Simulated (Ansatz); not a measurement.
Geometry optimisation, RHF/def2-SVP (Ansatz 0.2.0).

Input:

```yaml
crystal:
  periodic: [false, false, false]
  atoms:
    - { symbol: Si, position_ang: [-0.502612, -0.219069, -0.3208] }
    - { symbol: H, position_ang: [0.217674, 0.741202, 2.064822] }
    - { symbol: F, position_ang: [0.731198, -1.010264, 0.28437] }
    - { symbol: H, position_ang: [-0.255301, 1.208951, -0.362821] }
    - { symbol: F, position_ang: [-0.710833, -0.765971, -1.796899] }
    - { symbol: Br, position_ang: [-2.376811, -0.721401, 0.860433] }
    - { symbol: H, position_ang: [-0.454414, 0.660553, 2.278295] }
basis:
  gaussian: { orbitals: def2-SVP }
hamiltonian:
  xc: hf
relax:
  f_tol: 0.03
  max_steps: 50
```

Run as:

```bash
$ ansatz run input.yaml --threads 1 --pin off --max-ram 2048MiB --backend cpu --events-out ev --progress --plain --runs-dir out
```

Problem. Where does it end, and by what steps?

Solution. The forces met the threshold. The force dipped under the threshold on the way, but the program's further checks kept it going. After 23 steps the energy has fallen by 0.278 eV; H7 moved furthest, 1.35 Å.

```
step  energy less start (eV)  largest force component (eV/Å)  accepted
   0                  0.0000                           1.513       yes
   1                 -0.1809                           0.234       yes
   2                 -0.2386                           0.133       yes
   3                 -0.2591                           0.094       yes
   4                 -0.2634                           0.286       yes
   5                 -0.2697                           0.175       yes
   6                 -0.2720                           0.014       yes
   7                 -0.2647                           0.652        no
   8                 -0.2729                           0.018       yes
   9                 -0.2733                           0.117       yes
  10                 -0.2738                           0.103       yes
  11                 -0.2742                           0.112       yes
  12                 -0.2746                           0.043       yes
  13                 -0.2748                           0.081       yes
  14                 -0.2752                           0.064       yes
  15                 -0.2756                           0.041       yes
  16                 -0.2760                           0.074       yes
  17                 -0.2761                           0.081       yes
  18                 -0.2764                           0.065       yes
  19                 -0.2767                           0.053       yes
  20                 -0.2769                           0.113       yes
  21                 -0.2771                           0.061       yes
  22                 -0.2773                           0.023       yes
  23                 -0.2776                           0.021       yes
```

```xyz
7
Properties=species:S:1:pos:R:3
Si -0.743 -0.333 -0.645
H 0.538 0.714 2.801
F 0.407 -0.803 0.346
H -0.716 1.112 -0.785
F -0.451 -1.020 -2.048
Br -2.671 -1.048 0.110
H 0.285 1.272 3.229
```

The run took 41 s on 1 thread of Intel(R) Xeon(R) Platinum 8488C (Sapphire Rapids), with other jobs on the host, peak memory 0.2 GiB.
